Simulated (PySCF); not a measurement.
Numbering as in the mapped SMILES `[OH:1][c:2]1[cH:3][cH:4][n:5][cH:6][cH:7]1`; H(Xn) means a hydrogen on atom n.

Relativity neglected, no solvent model, one conformer, rapidly exchanging positions averaged. NMR shieldings at B97-2/pcSseg-2/GIAO; coordinates at the PBE0-D3(BJ)/def2-TZVP level; PySCF 2.14.

δ = σ(ref) − σ, references computed at the same level: ¹³C and ¹H vs TMS; ¹⁷O vs H2O; ¹⁵N against NH3.

```tsv
atoms	nucleus	count	δ (ppm)
H(C3)/H(C7)	¹H	2	6.73
H(O1)	¹H	1	?
N5	¹⁵N	1	329.9
C2	¹³C	1	170.3
C3/C7	¹³C	2	?
C4/C6	¹³C	2	159.8
H(C4)/H(C6)	¹H	2	8.69
O1	¹⁷O	1	124.7
```

Problem. Complete the table.

Solution. 
- C3/C7: 114.5 ppm, aromatic CH; it is ortho or para to a lone-pair donor and shielded by resonance
- H(O1): 4.40 ppm, hydrogen on a phenol-type oxygen; exchangeable; this is the value without hydrogen bonding to other molecules

OH/NH shifts are gas-phase values; hydrogen bonding in solution moves them, usually downfield. Shifts are as computed. Against solution values, carbons near 30 ppm lie about +3 ppm off and those near 130 ppm about +7 ppm. Of 1211 compounds with measured shifts, 218 miss one by over three times the rms of a fit or turn the order of signals round; such compounds aren't used in these exercises. Experimental scales use liquid or dissolved standards, which lie at an offset from isolated NH3 (liquid NH3: subtract about 20 ppm) and H2O (liquid H2O: subtract about 36 ppm). Unscaled 15N shifts of sp2 nitrogen come out 20 to 40 ppm too high even then.
